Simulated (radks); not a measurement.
Problem. The calcium ion Ca10+ is in [Ne]. All-electron calculation, scalar-relativistic Kohn-Sham, PBE, spin-polarised, spherical densities, finite nucleus; Fermi nuclear charge, rms radius of each element as measured or else 0.836 A^(1/3) + 0.57 fm. Program: a radial shooting solver on a logarithmic mesh with Libxc functionals. Open shells are filled with parallel spins first. One electron is removed from 2p, 1s, 2s in turn, with full relaxation. Which removal costs least, and what does each cost?

Solution. 2p 592.71 eV; 2s 666.77 eV; 1s 4298.1 eV. The 2p electron leaves first.
